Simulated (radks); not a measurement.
Question: All-electron atom: Cd II in [Kr] 4d10 5s(up 0.5, down 0.5) (fractional occupations, a model configuration). Method: scalar-relativistic Kohn-Sham, PBE, spin-polarised, spherical densities, point nucleus; computed with a radial shooting solver on a logarithmic mesh with Libxc functionals. Some entries of the table are withheld. Estimate them.

orbital,occ.,eigenvalue (eV),r(max) (bohr),<r^2> (bohr^2)
1s,2,(1),0.01968,0.001250
2s,2,-3946.803,0.1112,0.02043
2p,6,-3542.263,0.08898,0.01611
3s,2,-742.7459,0.3239,0.1468
3p,6,(2),0.3171,0.1480
3d,10,-402.4058,0.2658,0.1333
4s,2,(3),0.7955,0.8761
4p,6,-75.8203,0.8456,(4)
4d,10,-20.5103,0.9808,1.959
5s,1,-13.0582,(5),8.002

Answer: 
(1) 1s eigenvalue (eV): -26534.62
(2) 3p eigenvalue (eV): -610.0465
(3) 4s eigenvalue (eV): -114.7548
(4) 4p <r^2> (bohr^2): 1.057
(5) 5s r(max) (bohr): 2.235
